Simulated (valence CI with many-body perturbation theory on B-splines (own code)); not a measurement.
**Forbidden lines of Re LIV**

Calculated by configuration interaction combined with many-body perturbation theory (CI+MBPT): four valence electrons over a frozen Dirac-Fock core [Ar], radial functions for each j: 9 s, 9 p, 10 d, 8 f, 5 g, 3 h, 1 i, with the one-electron correlation potential Σ1 (screened to all orders), the two-electron term Σ2, the three-electron term Σ3, Breit, model QED; selected single and double excitations, second order for the rest (own B-spline code, finite nucleus).

No measured spectrum was set against this ion. As an estimate, large intervals hold to a few tenths of a per cent, small ones and those within an open d or f shell to about a per cent. The list stops below the first excitations out of the core. Only levels of the ground parity were solved; by the run's estimate the other parity begins above the list, which can be wrong where configurations are misplaced.

Lines 51 to 73 of 73 in falling wavelength, among levels below 1976600 cm⁻¹, chosen from the decays that carry over 1 % of a level's rate. Wavelengths and rates use the calculated energies. Electric multipoles are in the length gauge, E1 and E2 with the static RPA response of the core. Weak lines are less certain than strong ones. Lines between different terms over intervals too small for the method are left out, as are lines whose strength nearly cancels. The highest levels of a list are the least certain.

Levels are named by their leading jj configuration (3d3/2^4 stands for four electrons in 3d with j = 3/2), which in mixed levels can hold well under half, so a name can repeat and another be missing. Letters in brackets count levels of one name in rising energy.

```
λ vac (Å)                      Upper                      Lower  Type   A (s⁻¹)  Branch %
    152.5    (3d3/2 3d5/2^3) J=3 [b]  (3d3/2^2 3d5/2^2) J=4 [b]    M1  7.77e+05      13.7
    151.9  (3d3/2^2 3d5/2^2) J=2 [b]        (3d3/2^3 3d5/2) J=2    M1  9.87e+05      80.1
    151.8    (3d3/2 3d5/2^3) J=3 [a]  (3d3/2^2 3d5/2^2) J=2 [a]    M1  5.53e+06      56.6
    151.7    (3d3/2 3d5/2^3) J=3 [b]  (3d3/2^2 3d5/2^2) J=3 [b]    M1  2.22e+06      39.2
    150.2  (3d3/2^2 3d5/2^2) J=3 [b]        (3d3/2^3 3d5/2) J=4    M1  2.13e+06      76.8
    149.9        (3d3/2 3d5/2^3) J=2      (3d3/2^2 3d5/2^2) J=1    M1  9.24e+05      11.9
    149.5  (3d3/2^2 3d5/2^2) J=4 [b]        (3d3/2^3 3d5/2) J=4    M1  1.32e+04       1.7
    147.3        (3d3/2^3 3d5/2) J=2              (3d3/2^4) J=0    E2  9.17e+02       3.3
    145.4        (3d3/2 3d5/2^3) J=5  (3d3/2^2 3d5/2^2) J=4 [a]    M1  8.20e+05      16.9
    142.6        (3d3/2 3d5/2^3) J=1  (3d3/2^2 3d5/2^2) J=2 [a]    M1  4.89e+06      40.4
    141.9        (3d3/2 3d5/2^3) J=1  (3d3/2^2 3d5/2^2) J=0 [a]    M1  4.40e+06      36.3
    136.1  (3d3/2^2 3d5/2^2) J=2 [c]        (3d3/2^3 3d5/2) J=3    M1  3.82e+06      75.5
    135.1        (3d3/2 3d5/2^3) J=2  (3d3/2^2 3d5/2^2) J=3 [a]    M1  2.07e+06      26.7
    132.2    (3d3/2 3d5/2^3) J=3 [b]  (3d3/2^2 3d5/2^2) J=3 [a]    M1  5.25e+05       9.2
    131.2  (3d3/2^2 3d5/2^2) J=2 [c]        (3d3/2^3 3d5/2) J=2    M1  1.20e+06      23.7
    129.3    (3d3/2 3d5/2^3) J=3 [b]  (3d3/2^2 3d5/2^2) J=4 [a]    M1  6.89e+05      12.2
    128.4  (3d3/2^2 3d5/2^2) J=4 [c]        (3d3/2^3 3d5/2) J=3    M1  1.33e+06      95.1
    127.8  (3d3/2^2 3d5/2^2) J=2 [b]        (3d3/2^3 3d5/2) J=1    M1  2.02e+05      16.4
    126.2    (3d3/2 3d5/2^3) J=3 [b]  (3d3/2^2 3d5/2^2) J=2 [a]    M1  1.68e+05       3.0
    113.1  (3d3/2^2 3d5/2^2) J=2 [d]        (3d3/2^3 3d5/2) J=3    M1  3.90e+04      12.4
    109.7  (3d3/2^2 3d5/2^2) J=2 [d]        (3d3/2^3 3d5/2) J=2    M1  1.82e+05      57.7
    96.56  (3d3/2^2 3d5/2^2) J=2 [d]        (3d3/2^3 3d5/2) J=1    M1  3.86e+03       1.2
    85.57  (3d3/2^2 3d5/2^2) J=0 [b]        (3d3/2^3 3d5/2) J=1    M1  1.16e+06      68.8
```
